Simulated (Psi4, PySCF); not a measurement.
ammonia (H$_{3}$N), singlet, at a GFN2-xTB geometry, atoms displaced at random by about 0.03 Å a coordinate. Base run: R2SCAN/def2-TZVP, gradient (PySCF).

Here is a job for PySCF.
```python
from pyscf import gto, scf, dft

mol = gto.Mole()
mol.atom = '''
    N     0.02529592   -0.03421834    0.11337255
    H     0.04600755    0.88861489   -0.30137472
    H     0.76322799   -0.47812580   -0.23408351
    H    -0.85519764   -0.45826451   -0.28262838
'''
mol.basis = 'def2-tzvp'
mol.verbose = 4
mol.build()

mf = dft.RKS(mol)
mf.xc = 'r2scan'
mf.kernel()
g = mf.nuc_grad_method()
grad = g.kernel()
```

Programs used: Psi4, PySCF; a row that names a program was run with it.

The coordinate followed is x of atom 3.

Variants of this job, named by their change:

| change | dE/dx (Eh/bohr) | net force (Eh/bohr) |
|---|---|---|
| base | -0.073445 | 0.000142 |
| finite difference step (bohr) = 1e-4; conv_tol = 1e-11 | -0.073441 | - |
| density fitting = on; auxbasis_response = off | -0.073453 | 0.001000 |
| grids.level = 0; grid_response = off | -0.073753 | 0.033788 |
| finite difference step (bohr) = 0.05; conv_tol = 1e-11 | -0.073823 | - |
| grid_response = on | -0.073442 | 0.000000 |
| code = psi4 | -0.073415 | 0.000158 |
| finite difference step (bohr) = 0.01; conv_tol = 1e-11 | -0.073456 | - |
| conv_tol = 1e-4 | -0.073574 | 0.000143 |
| conv_tol = 1e-6 | -0.073441 | 0.000142 |
| density fitting = on | -0.073422 | 0.000142 |
| finite difference step (bohr) = 0.2; conv_tol = 1e-11 | ___ | - |

Some entries are withheld; supply them.


- finite difference step (bohr) = 0.2; conv_tol = 1e-11, dE/dx (Eh/bohr): -0.079488

The net force is zero for an exact gradient.
